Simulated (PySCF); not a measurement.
```xyz
6
charge 0 multiplicity 1, angstrom
Hf    0.0199    0.1108    0.0284
O    -0.1014   -0.5640    1.6560
O     1.5633   -0.6139   -0.9426
O    -1.6792   -0.0310   -0.9426
H     2.2318   -1.2654   -0.7373
H    -2.5328   -0.4088   -0.7373
```

Level of theory: PBE0 in PySCF with Hf def2-TZVP with ECP60, O def2-TZVP, H def2-TZVP; scalar-relativistic core potentials, no spin–orbit coupling; density-fitted integrals.

This geometry of HfO(OH)₂ is a stationary point at this level.

Task: What is the point group?

Result: Cs.

Task: Is it a minimum?

Result: Yes: all harmonic wavenumbers are real.

Task: Give the atomic charges and bond orders.

Result: 
```tsv
atom	Mulliken	Löwdin	polar tensor	Mayer order to Hf1
Hf1	1.39	0.75	2.29	–
O2	-0.61	-0.39	-0.99	2.11
O3,4	-0.72	-0.34	-0.96	1.00
H5,6	0.33	0.16	0.31	0.02
```
Other Mayer orders above 0.3: O–H 0.88 (×2).

Task: Give the ideal-gas entropy at 298.15 K and 1 bar by parts.

Result: translation 176.7, rotation 108.0, vibration 49.1, spin 0.0; total 333.8 J/(mol K).

Task: What is the atomisation energy, with and without zero-point energy?

Result: 2604 kJ/mol without, 2529 kJ/mol with.

Only a few start shapes were tried, so a lower isomer may exist. Spin–orbit coupling, left out here, can matter for elements this heavy.
